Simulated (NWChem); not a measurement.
Molecule: morpholine (C4H9NO); SMILES C1COCCN1

```xyz
15

C     -0.2228     0.7136     1.2050
C      0.2228    -0.7478     1.1744
O     -0.2446    -1.4009     0.0000
C      0.2228    -0.7478    -1.1744
C     -0.2228     0.7136    -1.2050
N      0.2822     1.3759     0.0000
H     -1.3267     0.7413     1.2818
H      0.1916     1.2103     2.0906
H      1.3233    -0.7946     1.2213
H     -0.1920    -1.3027     2.0215
H      1.3233    -0.7946    -1.2213
H     -0.1920    -1.3027    -2.0215
H      0.1916     1.2103    -2.0906
H     -1.3267     0.7413    -1.2818
H      0.0122     2.3567     0.0000
```
Atoms are numbered in this order, from 1.

Level: B3LYP/6-31G* (spherical d) (NWChem), optimised geometry, unscaled harmonic frequencies. B3LYP is NWChem's, with the RPA form of VWN correlation.

**Question.** List the harmonic frequencies with IR intensities, and the thermochemistry.

**Answer.** 
| frequency (cm⁻¹) | IR intensity (km/mol) |
|---|---|
| 262 | 1.3 |
| 265 | 9.7 |
| 421 | 0.1 |
| 445 | 7.3 |
| 481 | 1.1 |
| 590 | 31.6 |
| 808 | 104.9 |
| 853 | 7.1 |
| 874 | 0.6 |
| 902 | 5.6 |
| 929 | 14.5 |
| 1048 | 8.0 |
| 1092 | 9.9 |
| 1105 | 0.0 |
| 1136 | 94.2 |
| 1159 | 2.2 |
| 1168 | 39.2 |
| 1237 | 7.3 |
| 1263 | 6.8 |
| 1313 | 7.7 |
| 1347 | 3.5 |
| 1364 | 32.2 |
| 1396 | 25.9 |
| 1435 | 6.0 |
| 1451 | 1.6 |
| 1501 | 0.0 |
| 1511 | 0.2 |
| 1517 | 0.7 |
| 1524 | 8.9 |
| 1531 | 0.7 |
| 2943 | 35.8 |
| 2949 | 109.6 |
| 2998 | 17.3 |
| 3004 | 111.3 |
| 3080 | 58.9 |
| 3080 | 32.1 |
| 3111 | 52.3 |
| 3113 | 32.1 |
| 3505 | 0.9 |

- zero-point energy: 85.3 kcal/mol
- thermal correction to the enthalpy at 298.15 K (with zero-point energy): 89.2 kcal/mol
- heat capacity Cv: 20.3 cal/(mol K)
- entropy at 298.15 K and 1 atm (symmetry number 1): 72.9 cal/(mol K)
- dipole moment: 1.54 D

Rigid rotor and harmonic oscillator.
